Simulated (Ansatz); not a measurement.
Basis-set series for FH4InOSSi (`[F][In]([SH])[O][SiH3]`). The species carries charge 0 and has multiplicity 1. In takes the def2 core potential. Geometry: relaxed with PBE0-D4/def2-TZVP. It is one conformer, not always the lowest.

```
atom   x (Å)   y (Å)   z (Å)
  F1   2.037   0.980  -0.696
 In2   0.142   1.254  -0.362
  S3  -0.829   3.356  -0.705
  O4  -0.761  -0.364   0.257
 Si5  -0.327  -1.910   0.573
  H6   0.348   3.879  -1.096
  H7   0.683  -1.975   1.666
  H8   0.248  -2.568  -0.633
  H9  -1.542  -2.653   0.995
```

```tsv
functional	basis	functions	energy (Eh)	HOMO (eV)	LUMO (eV)
PBE0-D4	def2-SVP	110	-1054.59669	-8.23	-2.23
PBE0-D4	def2-QZVPP	456	-1055.11273	-8.36	-2.44
ωB97M-V	def2-SVP	110	-1054.88288	-10.39	-0.23
ωB97M-V	def2-QZVPP	456	-1055.40145	-10.58	-0.65
```

Task: Give the rows for def2-TZVPP. (Estimate.)

Result: Ansatz gave: 
```
functional       basis  functions  energy (Eh)  HOMO (eV)  LUMO (eV)
   PBE0-D4  def2-TZVPP        252  -1055.07777      -8.34      -2.39
   ωB97M-V  def2-TZVPP        252  -1055.36873     -10.55      -0.48
```
